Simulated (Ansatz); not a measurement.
`O=COC[SiH2]S` → `COC=O` + `[SiH]S`  (silylene formation by 1,1-elimination)

Gas-phase electronic energies from Ansatz, PBE0-D4/def2-TZVP geometries. CCSD(T)/CBS adds triple-zeta CCSD(T) − MP2 to the extrapolated MP2 energy (def2 sets, frozen cores). This one scheme is used for every species. Functionals use def2-TZVPP. Each species was taken in one conformer, which may not be the lowest.

```
             level  ΔE (kcal/mol)
            PBE-D4           32.7
         r2SCAN-D4           36.4
           ωB97X-V           36.9
     HF/def2-TZVPP           30.1
   CCSD/def2-TZVPP           32.4
CCSD(T)/def2-TZVPP           32.9
    MP2/def2-QZVPP           37.4
    CCSD/CBS(def2)           33.8
```

Task: What does CCSD(T)/CBS give? (Estimate.)

Result: Ansatz gave: +34.3 kcal/mol. The listed levels differ from it by -1.6, 2.1, 2.6, -4.2, -1.9, -1.4, 3.1, -0.5 kcal/mol.

Largest T1 diagnostic among the species: 0.016.

In def2-TZVPP, CCSD(T) changes the Hartree–Fock value by +2.8 kcal/mol (the triples alone add +0.5 kcal/mol) and MP2 by +6.5 kcal/mol. The D4 term adds +4.0 kcal/mol with B3LYP and +2.3 kcal/mol with PBE0; it sums over pairs of atoms, weighted by their polarisabilities, and B3LYP, whose exchange is more repulsive, gets the larger term. From PBE to PBE0 (25 % exact exchange), in def2-TZVPP and without D4, ΔE moves by +3.1 kcal/mol.

B3LYP here is the variant with VWN-RPA as its local correlation; programs differ in this.
